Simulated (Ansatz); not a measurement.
Cartesian coordinates in Å:
```
C 0.281 0.210 1.682
Si 0.114 -0.265 -0.114
C -0.271 1.208 -1.191
N -1.172 -1.387 -0.257
O 1.526 -0.972 -0.631
H -0.626 0.700 2.045
H 0.463 -0.671 2.303
H 1.118 0.897 1.835
H 0.541 1.939 -1.169
H -1.184 1.709 -0.860
H -0.409 0.904 -2.232
H -1.500 -1.647 -1.174
H -1.203 -2.182 0.361
H 2.324 -0.442 -0.597
```

Total charge 0; spin multiplicity 1.

(1) List the PBE0/def2-TZVPP orbital energies in eV (Ansatz 0.2.0). (Best estimate.)

## Answers

(1) Computed: Occupied: -1802.41, -522.09, -390.41, -277.38, -277.38, -144.61, -99.30, -99.28, -99.25, -27.55, -23.44, -19.58, -19.02, -14.91, -13.44, -12.74, -11.68, -11.32, -11.06, -10.89, -10.40, -9.57, -9.03, -7.95, -7.46. Lowest empty: 0.72, 1.57, 2.11, 2.14, 2.81, 2.88, 3.00, 3.89.
